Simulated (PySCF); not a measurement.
CF₃ (SMILES F[C](F)F), doublet, at a GFN2-xTB geometry. Base run: CAMB3LYP/3-21G run with PySCF.

Input for PySCF:
```python
from pyscf import gto, scf, dft

mol = gto.Mole()
mol.atom = '''
    F    -0.619701    1.103304   -0.056819
    C    -0.009064   -0.008432    0.308886
    F    -0.640509   -1.086531   -0.117207
    F     1.266253   -0.011152   -0.031899
'''
mol.basis = '3-21g'
mol.charge = 0
mol.spin = 1
mol.verbose = 4
mol.build()

mf = dft.UKS(mol)
mf.xc = 'camb3lyp'
mf.kernel()
mf.analyze()
```

The base run was repeated with changes; each row names its change, and settings that it needs were set with it.

| change | ΔE vs base (mEh) | SCF cycles | <S^2> | outcome |
|---|---|---|---|---|
| base | 0.000 | 9 | 0.751 | converged |
| diis = off; damp = 0.6 (with mf.diis_start_cycle = 200; with mf.max_cycle = 150) | 0.000 | 28 | 0.751 | converged |
| init_guess = vsap | 0.000 | 7 | 0.751 | converged |
| level_shift = 0.1 (with mf.max_cycle = 100) | 0.000 | 10 | 0.751 | converged |
| diis = off (with mf.max_cycle = 100) | - | 100 | - | not converged |
| solver = newton | 0.000 | - | 0.751 | converged |
| conv_tol = 1e-4 | 0.001 | 5 | 0.751 | converged |
| damp = 0.5; diis_start_cycle = 5 | 0.000 | 11 | 0.751 | converged |
| init_guess = 1e | 0.000 | 11 | 0.751 | converged |
| DIIS = ADIIS | 0.000 | 14 | 0.751 | converged |
| DIIS = EDIIS | - | 50 | - | not converged |
| conv_tol = 1e-11 | 0.000 | 10 | 0.751 | converged |
| conv_tol_grad = 1e-3 | 0.000 | 9 | 0.751 | converged |

Open shells are given as the SCF converged; they aren't shown to be the lowest states, and a large step between rows can be another state.
